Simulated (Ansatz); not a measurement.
Z-matrix (Å, degrees):
```
Si
Si 1 2.346
O 1 1.658 2 112.7
H 1 1.487 2 110.3 3 -120.3
H 1 1.487 2 110.3 3 120.3
H 2 1.487 1 111.2 3 60.9
H 2 1.489 1 107.8 3 180.0
H 2 1.487 1 111.2 3 -60.9
B 3 1.361 1 131.9 2 -0.1
O 9 1.352 3 120.5 1 -179.9
H 9 1.200 3 121.8 1 0.1
H 10 0.963 9 112.3 3 0.0
```

The species carries charge 0 and has multiplicity 1.

(1) List the r2SCAN/def2-TZVPP orbital energies in eV (the Gaussian-basis code of Ansatz). (Best estimate.)

## Answers

(1) The calculation gave: Occupied: -1791.73, -1790.92, -516.26, -516.25, -181.58, -142.11, -141.43, -97.00, -96.95, -96.94, -96.28, -96.28, -96.28, -27.45, -26.50, -15.22, -14.48, -13.78, -11.64, -11.37, -10.61, -9.31, -9.24, -8.89, -8.83, -8.62, -8.00, -7.24. Lowest empty: -0.87, -0.32, 0.07, 0.35, 0.64, 0.92, 1.40, 1.75.
